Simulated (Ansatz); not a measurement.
Reaction (ligand exchange at the Si–S bond): `[SiH3]S[SiH2]S[SiH3]` + `C[S][Sn][OH]` → `C[S][Sn][O][SiH3]` + `[SiH3]S[SiH2]S`

Calculated with Ansatz (gas phase, PBE0-D4/def2-TZVP geometries, no zero-point term in ΔE). CBS: MP2 limit from def2 TZ/QZ plus the TZ coupled-cluster correction, frozen cores. Functionals use def2-TZVPP. Elements past krypton have def2 core potentials. For Sn outer-core shells are correlated without core-valence functions, which leaves a few kJ/mol of doubt a bond. One conformer a species, not always the lowest.

| level | ΔE (kcal/mol) |
| --- | --- |
| ωB97X-V | -8.9 |
| HF/CBS(def2) | -16.0 |

(1) What does CCSD(T)/CBS give? (Best estimate.)

Largest T1 diagnostic among the species: 0.016.

## Answers

(1) The calculation gave: -9.1 kcal/mol. The listed levels differ from it by 0.2, -6.9 kcal/mol.

From PBE to PBE0 (25 % exact exchange), in def2-TZVPP and without D4, ΔE moves by −0.9 kcal/mol. The D4 term adds +2.3 kcal/mol with B3LYP and +1.2 kcal/mol with PBE0; it sums over pairs of atoms, weighted by their polarisabilities, and B3LYP, whose exchange is more repulsive, gets the larger term. In def2-TZVPP, CCSD(T) changes the Hartree–Fock value by +5.3 kcal/mol (the triples alone add +0.9 kcal/mol) and MP2 by +6.2 kcal/mol.

B3LYP here is the variant with VWN-RPA as its local correlation; programs differ in this.
